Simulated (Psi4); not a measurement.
H4AlO4, charge -1, singlet, at a GFN2-xTB geometry (such geometries of metal compounds can be far from the true shape) (a gas-phase anion, which may not be bound at this level). Base run: CCSD/6-31G (Psi4).

Here is a job for Psi4.
```
memory 2 GB

molecule mol {
-1 1
Al   -0.000000   -0.000000   -0.000000
O     1.600131   -0.418615   -0.569455
H     1.764274   -0.418334   -1.502259
O     0.114703    0.262632    1.725632
H     0.838518    0.774101    2.059637
O    -0.519945    1.407451   -0.899264
H    -1.430292    1.664718   -0.852893
O    -1.194889   -1.251468   -0.256913
H    -1.172500   -2.020486    0.295516
}

set {
  basis 6-31g
  reference rhf
}

energy('ccsd')
print_variables()
```

Variants of this job, named by their change:

```tsv
change	ΔE vs base (kcal/mol)	MP2 correlation (Eh)	basis functions
base	0.000	-0.53685	57
method = scs-mp2	14.98	-0.53685	57
method = omp2	2.27	-0.53683	57
method = mp4	-4.24	-0.53685	57
freeze_core = on	5.18	-0.52796	57
method = fno-ccsd(t)	-4.27	-0.53685	57
method = cisd	46.22	-0.53685	57
method = lccd	3.67	-0.53685	57
method = mp2	7.50	-0.53683	57
cc_type = df	0.077	-0.53683	57
```

A gas-phase anion may not be bound at this level; its values then depend on the basis.
